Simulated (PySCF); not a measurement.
# A ladder of Hamiltonians for Sn⁴⁰⁺ (tin, charge +40)

Occupied: 1s1/2, 2s1/2, 2p1/2, 2p3/2. Hartree-Fock calculated with PySCF 2.14 in an even-tempered Gaussian basis (20 s from 6.2 bohr⁻², ratio 2.3; 15 p from 7.4 bohr⁻², ratio 2.3), Gaussian nucleus throughout. NR is non-relativistic, sf-X2C the spin-free one-electron X2C Hamiltonian, X2C adds the bare one-electron spin-orbit term, X2C-SNSO screens it by Boettger's factors, DC is four-component Dirac-Coulomb, and the Gaunt and Breit terms are added at first order (total energies over the DC spinors, levels after relaxing the spinors in that mean field). QED terms are absent. Levels marked empty are virtual spinors of this ion.

```
Hamiltonian  E (hartree)
         NR   -4576.9759
     sf-X2C   -4713.2407
        X2C   -4714.5764
   X2C-SNSO   -4714.4684
         DC   -4715.8223
   DC+Gaunt   -4711.8461
   DC+Breit   -4712.1935
```

```csv
level (eV),NR,sf-X2C,X2C,X2C-SNSO,DC,DC+Gaunt,DC+Breit
1s1/2,-30886.6,-31938.8,-31936.8,-31936.9,-31961.6,-31895.8,-31900.1
2s1/2,-6649.5,-6937.9,-6937.4,-6937.5,-6940.4,-6933.9,-6934.3
2p1/2,-6398.8,-6496.2,-6670.4,-6662.9,-6664.3,-6652.8,-6654.0
2p3/2,-6398.8,-6496.2,-6417.5,-6420.6,-6422.7,-6414.5,-6415.8
3s1/2 (empty),-2676.0,-2763.3,-2763.3,-2763.3,-2763.9,-2762.3,-2762.5
3p1/2 (empty),-2593.4,-2631.6,-2675.5,-2673.6,-2673.9,-2671.0,-2671.4
3p3/2 (empty),-2593.4,-2631.6,-2611.6,-2612.4,-2612.8,-2610.8,-2611.3
```

How large are the two-electron picture-change error of X2C and the Breit correction in the total energy?

X2C-1e lies 1.2459 hartree above Dirac-Coulomb; Gaunt adds 3.9762 and the full Breit term 3.6288 hartree.

| interval (eV) | X2C | X2C-SNSO | DC | DC+Gaunt | DC+Breit |
| --- | --- | --- | --- | --- | --- |
| 2p3/2 − 2p1/2 | 252.9 | 242.4 | 241.6 | 238.2 | 238.2 |
| 3p3/2 − 3p1/2 | 63.84 | 61.18 | 61.09 | 60.17 | 60.17 |

Weight of the small component: 1s1/2 0.0338, 2s1/2 0.00745, 2p1/2 0.00738, 2p3/2 0.00708, 3s1/2 0.00282, 3p1/2 0.00278, 3p3/2 0.00271.

Koopmans' value for the highest occupied level at DC+Breit: 6415.8 eV, against an ionisation energy of 6421 ± 3 eV (semi-empirical (NIST evaluation); NIST Atomic Spectra Database, ionization energies); the former lacks relaxation, correlation, QED and recoil.

The whole ladder took 100 s of wall time on 1 thread of Neoverse-V2 (shared host), launched as `OMP_NUM_THREADS=1 python relrun2.py TASK.json OUT` (a driver that calls PySCF for each Hamiltonian).
